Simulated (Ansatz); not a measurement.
Reaction (ligand exchange at the Si–F bond): `O[SiH](F)S[SiH2]F` + HCl → `O[SiH](F)S[SiH2]Cl` + H–F

Program: Ansatz. Geometries: PBE0-D4/def2-TZVP. ΔE: electronic, gas phase. CCSD(T)/CBS adds triple-zeta CCSD(T) − MP2 to the extrapolated MP2 energy (def2 sets, frozen cores). This one scheme is used for every species. DFT in def2-TZVPP. One conformer a species, not always the lowest.

`O[SiH](F)S[SiH2]F`:

Z-matrix (Å, degrees):
```
Si
F 1 1.593
S 1 2.138 2 107.7
O 1 1.620 2 110.0 3 123.1
H 1 1.469 2 109.0 3 -117.9
Si 3 2.118 1 98.2 2 56.8
H 4 0.961 1 118.3 2 -78.4
F 6 1.610 3 108.9 1 51.4
H 6 1.476 3 112.9 1 -66.2
H 6 1.477 3 107.2 1 168.8
```

HCl:

Cartesian coordinates in Å:
```
Cl 0.017 0.603 -0.211
H -0.017 -0.603 0.211
```

`O[SiH](F)S[SiH2]Cl`:

Cartesian coordinates in Å:
```
O -1.235 2.203 1.165
Si -0.102 1.128 0.724
F -0.007 -0.080 1.760
S -0.630 0.316 -1.173
Si 0.408 -1.540 -1.090
Cl 2.412 -1.267 -0.741
H -2.160 1.969 1.076
H 1.187 1.831 0.730
H 0.239 -2.144 -2.429
H -0.112 -2.415 -0.021
```

H–F:

Z-matrix (Å, degrees):
```
F
H 1 0.920
```

| level | ΔE (kJ/mol) | difference from CCSD(T)/CBS |
| --- | --- | --- |
| PBE-D4 | 35.0 | -3.8 |
| PBE0-D4 | 34.0 | -4.8 |
| ωB97M-V | 43.3 | 4.5 |
| B2PLYP | 47.3 | 8.5 |
| PBE | 38.8 | 0.0 |
| r2SCAN | 44.4 | 5.6 |
| MP2/def2-TZVPP | 37.5 | -1.3 |
| MP2/def2-QZVPP | 35.3 | -3.5 |
| HF/CBS(def2) | 55.1 | 16.3 |
| CCSD/CBS(def2) | 40.9 | 2.1 |
| CCSD(T)/CBS | 38.8 | 0 |

Largest T1 diagnostic among the species: 0.012.

In def2-TZVPP, CCSD(T) changes the Hartree–Fock value by −9.8 kJ/mol (the triples alone add −2.1 kJ/mol) and MP2 by −15.9 kJ/mol. The D4 term adds −6.3 kJ/mol with B3LYP and −3.5 kJ/mol with PBE0; it sums over pairs of atoms, weighted by their polarisabilities, and B3LYP, whose exchange is more repulsive, gets the larger term.

CCSD(T)/CBS has its own doubt, a few kJ/mol and more with outer-core shells, so smaller differences from it don't rank the levels.

B3LYP here is the variant with VWN-RPA as its local correlation; programs differ in this.
